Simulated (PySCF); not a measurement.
Can point charges reproduce the dipole moment of `N([SiH3])([Si@H](Cl)[SiH2]N=C)[SiH3]`?

Coordinates (GFN2-xTB, Å) and charges (e) from the PBE0/pcSseg-1 density (PySCF):

```tsv
atom	x	y	z	Mulliken	IAO	Hirshfeld	ESP-fitted
C1	3.768	0.133	0.201	+0.0619	-0.0799	+0.0288	+0.2166
N2	2.919	0.322	-0.695	-0.5639	-0.5173	-0.2304	-0.5406
Si3	1.473	-0.427	-1.229	+0.4704	+0.5821	+0.2709	+0.6214
Si4	-0.132	1.141	-0.698	+0.6730	+0.7842	+0.3080	-0.0048
Cl5	-1.014	1.863	-2.368	-0.3188	-0.2997	-0.0904	-0.1240
N6	-1.394	0.384	0.240	-1.0964	-1.0542	-0.3567	-0.3359
Si7	-1.041	-0.181	1.849	+0.6401	+0.7434	+0.3464	+0.4378
Si8	-3.017	0.210	-0.391	+0.6444	+0.7363	+0.3290	+0.4421
H9	3.763	-0.714	0.892	+0.0970	+0.1092	+0.0444	+0.0385
H10	4.583	0.843	0.323	+0.1177	+0.1433	+0.0513	+0.0463
H11	1.169	-1.769	-0.692	-0.0909	-0.1424	-0.0831	-0.1462
H12	1.754	-0.578	-2.660	-0.0537	-0.0996	-0.0722	-0.1117
H13	0.261	2.350	0.040	-0.0388	-0.1218	-0.0771	+0.0267
H14	-1.841	0.567	2.819	-0.0783	-0.1316	-0.0755	-0.0955
H15	0.389	0.050	2.066	-0.1169	-0.1315	-0.0759	-0.0818
H16	-1.340	-1.612	1.915	-0.0797	-0.1319	-0.0776	-0.1048
H17	-3.741	-0.625	0.563	-0.1071	-0.1292	-0.0752	-0.1023
H18	-3.633	1.532	-0.491	-0.0752	-0.1313	-0.0818	-0.0880
H19	-2.936	-0.451	-1.691	-0.0847	-0.1282	-0.0833	-0.0938
```

What dipole does each set of charges give (1 e·Å = 4.803 D), and what does the density give?

The full density gives (1.06, -1.34, 2.19) D, 2.78 D in size; dipole vectors point from the negative to the positive end.

| scheme | μx | μy | μz | size (D) | share of the full size (%) | angle to the full dipole (°) |
| --- | --- | --- | --- | --- | --- | --- |
| Mulliken | 1.23 | -1.94 | 2.95 | 3.74 | 135 | 4 |
| IAO | 0.58 | -1.63 | 2.11 | 2.73 | 98 | 12 |
| Hirshfeld | 1.08 | -0.37 | 0.87 | 1.44 | 52 | 27 |
| ESP-fitted | 1.05 | -1.36 | 2.22 | 2.81 | 101 | 1 |

Which set comes closest?

Length of the difference vector: ESP-fitted 0.04 D, IAO 0.57 D, Mulliken 0.98 D, Hirshfeld 1.64 D. Closest: ESP-fitted. The schemes that divide the density aren't constrained to reproduce the dipole.

What is left for the Hirshfeld atoms' own dipoles?

The shares of the density sum to the whole, so what Σ q r misses lies in dipoles about the nuclei. The atomic dipoles sum to (1.06, -1.34, 2.19) − (1.08, -0.37, 0.87) = (-0.02, -0.97, 1.32) D, 1.64 D in size.

With the origin at the mean of the coordinates, (-0.001, 0.160, 0.000) Å, which are the largest single terms, by size, of the Hirshfeld dipole along the direction of the full one?

Si8 -2.35, Si7 +2.04, Si4 -1.59, Cl5 +1.34, H18 +0.96 D; all 19 atoms together +1.28 D. The single terms depend on the origin, their sum doesn't.

Give the size of the full dipole in other units.

2.78 D = 1.093 au = 0.578 e·Å = 9.26 × 10⁻³⁰ C·m.

One conformer (not necessarily the lowest) at the GFN2-xTB geometry, without solvent, vibrations or thermal averaging.

The values belong to the conformer `[CH2:1]=[N:2][SiH2:3][Si@@H:4]([Cl:5])[N:6]([SiH3:7])[SiH3:8]`: C1–N2–Si3–Si4 112°, N2–Si3–Si4–Cl5 115°, Si3–Si4–N6–Si7 68°.
